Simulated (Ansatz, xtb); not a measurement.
**Two conformers of CH2B2ClF2**

Structure a is `FB(F)[CH]BCl`, a doublet and structure b is `FB(F)[CH]BCl`, a doublet. Both are isolated molecules in the gas phase, relaxed with PBE0-D3(BJ)/def2-SVP.

a (Å):

```xyz
8

C    -0.8552   -0.9058    2.6884
B    -1.2740   -1.6709    3.9748
B     0.5497   -0.9796    2.0579
Cl    0.8948   -0.0677    0.6011
F    -2.4937   -1.5698    4.4716
F    -0.4285   -2.4508    4.6212
H    -1.6158   -0.2771    2.2083
H     1.4439   -1.6410    2.5170
```

b (Å):

```yaml
atoms:
  - { symbol: C, position_ang: [-0.2824, -0.7559, 3.2718] }
  - { symbol: B, position_ang: [-1.3533, -1.7409, 3.8155] }
  - { symbol: B, position_ang: [0.4112, -0.7917, 1.9007] }
  - { symbol: Cl, position_ang: [-0.4116, -1.4423, 0.4983] }
  - { symbol: F, position_ang: [-1.6519, -2.8682, 3.2010] }
  - { symbol: F, position_ang: [-2.0006, -1.4834, 4.9391] }
  - { symbol: H, position_ang: [0.0184, 0.0484, 3.9570] }
  - { symbol: H, position_ang: [1.5289, -0.3710, 1.7323] }
```

Estimate which is lower in electronic energy at CCSD(T)/def2-SVP + ΔMP2/def2-TZVPP, and by roughly how much.

Too close to call at this level: CCSD(T)/def2-SVP + ΔMP2/def2-TZVPP gives E(b) − E(a) = +0.90 kcal/mol.

The same difference at several levels:

```json
{"level": "PBE0-D3(BJ)/def2-SVP", "geometry": "PBE0-D3(BJ)/def2-SVP", "E(b) − E(a) (kcal/mol)": "+0.72", "departure from the last row (kcal/mol)": "−0.18", "job, with rough time for the two": "optimisation, 77 s"}
{"level": "HF/def2-SVP", "geometry": "PBE0-D3(BJ)/def2-SVP", "E(b) − E(a) (kcal/mol)": "+1.34", "departure from the last row (kcal/mol)": "+0.44", "job, with rough time for the two": "part of the CCSD(T) run"}
{"level": "MP2/def2-SVP", "geometry": "PBE0-D3(BJ)/def2-SVP", "E(b) − E(a) (kcal/mol)": "+0.86", "departure from the last row (kcal/mol)": "−0.03", "job, with rough time for the two": "part of the CCSD(T) run"}
{"level": "CCSD(T)/def2-SVP", "geometry": "PBE0-D3(BJ)/def2-SVP", "E(b) − E(a) (kcal/mol)": "+0.85", "departure from the last row (kcal/mol)": "−0.05", "job, with rough time for the two": "single point"}
{"level": "CCSD(T)/def2-SVP + ΔMP2/def2-TZVPP", "geometry": "PBE0-D3(BJ)/def2-SVP", "E(b) − E(a) (kcal/mol)": "+0.90", "departure from the last row (kcal/mol)": "", "job, with rough time for the two": "single point, 51 s"}
```

The largest departure from CCSD(T)/def2-SVP + ΔMP2/def2-TZVPP is that of HF/def2-SVP, 0.44 kcal/mol. Levels run at GFN2-xTB geometries aren't shown. The last row adds to CCSD(T) the change of the MP2 difference between the two basis sets, here +0.05 kcal/mol.

With harmonic frequencies from PBE0-D3(BJ)/def2-SVP (ideal gas, rigid rotor, one conformer each, 298.15 K, 1 atm): on the last row, ΔE + ΔZPE = +0.80 kcal/mol. A mode under 50 cm⁻¹ makes harmonic enthalpies and free energies unreliable, so none is given.

Open shells are spin-unrestricted. The correlated steps freeze 10 core orbitals. Programs: Ansatz 0.2.0; the last row on 2 threads of Intel(R) Xeon(R) Platinum 8488C (Sapphire Rapids) on a shared host.
